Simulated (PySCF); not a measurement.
Electron correlation in Ga (gallium, neutral)

[Ar] 3d10 4s2 4p1, 2P determinant. Calculation: PySCF 2.14, in def2-SVP; the non-relativistic Hamiltonian (point nucleus). Frozen: [Ar] 3d10; 3 electrons correlated.

MP2 pair energies summed by pair of shells (mhartree):

```csv
pair,energy,share (%)
4s-4s,-18.07,61.5
4s-4p,-11.31,38.5
```

Total MP2 correlation energy: -29.38 mhartree.

Same-spin part -2.00 and opposite-spin part -27.38 mhartree; SCS-MP2 scales them by 1/3 and 6/5 to -33.52 mhartree.

```
  level  correlation energy (mhartree)
   CCSD                         -43.40
    (T)                          -0.54
CCSD(T)                         -43.94
```

Diagnostics: T1 = 0.011, D1 = 0.0259, largest double amplitude 0.100.

Q: Is a single reference adequate?

A: Mostly. T1 lies below 0.03, but a double amplitude of this size points to a near-degeneracy that CCSD handles and MP2 describes poorly.
